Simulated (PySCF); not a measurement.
H6NSi2, SMILES [SiH3]N[SiH2], multiplicity 2. Atoms are numbered in the order given.

```xyz
9

Si     1.5335    -0.0142    -0.5570
N      0.1899     0.2636     0.5219
Si    -1.5083    -0.0391     0.2497
H      1.1685    -1.1706    -1.4381
H      2.7561    -0.3364     0.2548
H      0.4082     0.8337     1.3366
H     -2.1345    -0.6117     1.4809
H     -1.6078    -1.0116    -0.8762
H     -2.2732     1.1968    -0.1097
```
Charge 0, spin multiplicity 2.

Geometry optimised at PBE0-D3(BJ)/def2-SVP. The isomer is the one that the SMILES or the coordinates give; other isomers of the formula were not compared.

Computed with SMD-PBE0/def2-SVP in PySCF.

Solvation free energies are E(SMD) − E(gas) at the gas-phase geometry, for 1 M in both phases. In vacuum the dipole moment is 1.01 D.

Q: Estimate the solvation free energies in water, toluene, cyclohexanone. (Estimate from the structure and the level; the computed values follow.)

A: 
```
solvent        ΔG(solv) (kcal/mol)  its non-electrostatic (CDS) part  dipole (D)
-------------  -------------------  --------------------------------  ----------
water                          1.0                               3.3        1.40
toluene                       -1.3                              -0.3        1.17
cyclohexanone                 -1.4                               0.7        1.36
```
